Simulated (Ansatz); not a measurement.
C4H10O2Sb, doublet, geometry from GFN2-xTB (the spin is typed, not shown lowest) (core potentials on Sb); SVWN5/def2-SVP (Ansatz, a first-principles code).

Input for Ansatz:
Ansatz 0.2 input:
```yaml
crystal:
  periodic: [false, false, false]
  atoms:
    - {symbol: Sb, position_ang: [0.01903224, 0.85141904, 0.06522443]}
    - {symbol: O, position_ang: [-1.82143010, 0.10978526, 0.23453861]}
    - {symbol: C, position_ang: [-2.03132903, -1.21573157, 0.62888333]}
    - {symbol: C, position_ang: [-1.74794631, -1.43629786, 2.10800080]}
    - {symbol: H, position_ang: [-3.08661315, -1.41676963, 0.41295762]}
    - {symbol: H, position_ang: [-1.41615642, -1.89398707, 0.03069935]}
    - {symbol: H, position_ang: [-2.32130188, -0.73263510, 2.70680871]}
    - {symbol: H, position_ang: [-2.01237606, -2.45122940, 2.39248186]}
    - {symbol: H, position_ang: [-0.68752679, -1.27646212, 2.29746013]}
    - {symbol: O, position_ang: [0.78443594, -0.96913059, -0.40384579]}
    - {symbol: C, position_ang: [2.09898905, -1.12732610, -0.83480420]}
    - {symbol: C, position_ang: [2.40917315, -0.40253832, -2.13770755]}
    - {symbol: H, position_ang: [2.80607697, -0.80639403, -0.05745869]}
    - {symbol: H, position_ang: [2.22535779, -2.20740676, -0.97816850]}
    - {symbol: H, position_ang: [2.35570836, 0.67478678, -1.98542882]}
    - {symbol: H, position_ang: [3.40634502, -0.66379882, -2.48166046]}
    - {symbol: H, position_ang: [1.68247385, -0.68234915, -2.89591404]}
basis:
  gaussian:
    orbitals: def2-SVP
    final_grid: {core_spheres: 10, valence_spheres: 20, degree: 41}
hamiltonian:
  xc: {name: SVWN5}
magnetization: {spin_polarized: true, initial_magnetization: 1}
```

### Question
Predict the main parts of the log of this Ansatz run.

### Answer

```
Functional definition: SVWN5
1814 factors; their error is unknown
mean field evaluation 1: about -14835.0042 eV, gradient 6.7e1 eV
mean field evaluation 2: about -14714.7359 eV, gradient 1.6e2 eV
mean field evaluation 4: about -14855.6780 eV, gradient 1.7e1 eV
mean field evaluation 8: about -14856.7194 eV, gradient 3.8e-1 eV
mean field evaluation 16: about -14856.6569 eV, gradient 2.2e-3 eV
mean field -14856.65690403 eV, -545.9720710195 hartree, gradient 2.3e-5 eV, S^2 0.750779; 0 other end points of the search recorded, 0 dependent functions left out
reference -14856.65694567 eV, -545.9720725496 hartree; 37, 36 occupied and 123, 124 virtual orbitals, 1814 factors
Total energy: -14856.65694567 eV, -545.9720725496 hartree
```
